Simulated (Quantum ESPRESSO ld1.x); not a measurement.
Values are calculated unless marked as measured or tabulated.
Q: All-electron atom: the gold ion Au40+ in [Kr] 4d3. Level of theory: Dirac Kohn-Sham, PBE, spin-unpolarised, spherical densities, point nucleus; open shells fill j = l - 1/2 first (ld1.x of Quantum ESPRESSO 7.5). Some entries of the table are withheld. Estimate them.

orbital,occ.,eigenvalue (hartree),r(max) (bohr),<r> (bohr)
1s1/2,2,-3030.67,0.010,0.01686
2s1/2,2,-589.313,0.060,0.07042
2p1/2,2,(1),0.045,0.05797
2p3/2,4,(2),0.052,0.06650
3s1/2,2,-188.317,0.169,0.1815
3p1/2,2,-178.843,0.157,0.1717
3p3/2,4,-163.587,0.172,0.1867
3d3/2,4,-148.165,(3),(4)
3d5/2,6,-144.868,(5),(6)
4s1/2,2,-84.3846,0.364,0.3709
4p1/2,2,-80.2766,0.359,0.3676
4p3/2,4,-75.5351,0.382,0.3904
4d3/2,3,-68.9909,0.367,0.3792
4d5/2,0,-67.9844,0.373,0.3856

A: 
(1) 2p1/2 eigenvalue (hartree): -567.802
(2) 2p3/2 eigenvalue (hartree): -500.316
(3) 3d3/2 r(max) (bohr): 0.134
(4) 3d3/2 <r> (bohr): 0.1623
(5) 3d5/2 r(max) (bohr): 0.138
(6) 3d5/2 <r> (bohr): 0.1669
